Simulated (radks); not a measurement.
Neutral calcium inside a hard spherical wall (all orbitals vanish at R), configuration held at [Ar] 4s2 and not refilled when levels cross. Calculated with a radial shooting solver on a logarithmic mesh with Libxc functionals: scalar-relativistic Kohn-Sham, LDA (Slater exchange, Perdew-Wang correlation), spin-unpolarised, spherical densities, point nucleus. Eigenvalues in eV, with the zero of energy where the potential of the charges vanishes at infinity; a dash marks a level that is unbound or too diffuse for the functional's potential to be trusted. A positive occupied level is held by the wall or, in an anion where self-interaction has pushed it up, behind a barrier. The pressure on the wall is -dE/dV.

R (bohr)  E (hartree)  kinetic (hartree)    e(2p)    e(3s)    e(3p)   e(4s)  e(3d, empty)  e(4p, empty)  pressure (GPa)
free       -678.69149            682.870  -334.58  -46.832  -27.985  -3.864        -2.133        -1.439               0
20         -678.69149            682.870  -334.58  -46.832  -27.985  -3.864        -2.133        -1.439        < 0.0001
15         -678.69148            682.870  -334.58  -46.830  -27.983  -3.863        -2.131        -1.430        0.000140
8          -678.67694            682.963  -333.87  -46.156  -27.319  -3.309        -1.531        -0.427           0.503
7          -678.65431            683.073  -333.21  -45.541  -26.716  -2.695        -0.972         0.520            1.66
5          -678.44369            683.837  -330.06  -42.725  -23.978   1.535         1.847         6.400            22.9
4          -677.98902            685.291  -326.05  -39.511  -20.861   9.100         5.538        15.973             115
3.5        -677.42858            687.064  -322.06  -36.625  -18.000  17.529         9.095        25.978             299
2          -665.80090            720.448  -270.93   -0.518   20.816  145.57        53.747        158.96           14800
1.5        -640.77949            781.012  -208.93   63.237   87.738  355.98        117.69        361.03           94300
